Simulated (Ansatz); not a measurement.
This geometry of AsH3 + H5NSn (11 atoms, charge 0, multiplicity 1) is a first-order saddle point.

Level of theory: Ansatz 0.2.0, UKS PBE0-D4/def2-SVP.

```xyz
11
Properties=species:S:1:pos:R:3
Sn -0.737 -0.367 -1.127
N 1.254 0.218 -0.508
H -0.398 -0.802 -2.757
H -1.207 -1.715 -0.217
H -1.692 1.034 -1.060
H 0.973 0.442 0.615
As -0.020 0.617 2.366
H 1.958 -0.523 -0.578
H 1.619 1.054 -0.976
H -1.406 0.921 1.780
H -0.345 -0.879 2.462
```

(1) Which two structures does it join? (They come from a converged band through this point; their orientation in space is the band's.)

(2) How far does it lie above each of them?

## Answers

(1) Bonds broken: Sn1–N2, H6–As7. Bonds formed: Sn1–As7, N2–H6. AsH3 + H5NSn becomes AsH5Sn + H3N.

Image 0:

```xyz
11
Properties=species:S:1:pos:R:3
Sn -0.584 -0.423 -1.507
N 1.317 0.304 -1.275
H -0.607 -1.246 -3.009
H -1.073 -1.500 -0.256
H -1.595 0.958 -1.532
H 0.808 0.426 1.518
As 0.050 0.518 2.840
H 1.999 -0.394 -0.986
H 1.371 1.072 -0.610
H -1.155 1.166 2.160
H -0.530 -0.881 2.658
```

Image 8:

```xyz
11
Properties=species:S:1:pos:R:3
Sn -1.251 -0.290 -0.623
N 1.695 0.580 -0.481
H -0.353 -1.604 -1.256
H -2.921 -0.747 -0.676
H -1.102 1.095 -1.623
H 1.955 1.324 0.166
As -0.637 0.280 1.848
H 2.368 -0.173 -0.342
H 1.859 0.945 -1.418
H -1.844 -0.442 2.443
H 0.231 -0.969 1.962
```

(2) 15.0 kcal/mol above the first and 38.2 kcal/mol above the second. This is the barrier of this one path; another mechanism may lie lower. The orbitals were unrestricted but ended closed-shell.

The run took 11 min on 4 threads of Arm Neoverse N1, on a shared host, peak memory 0.44 GiB.
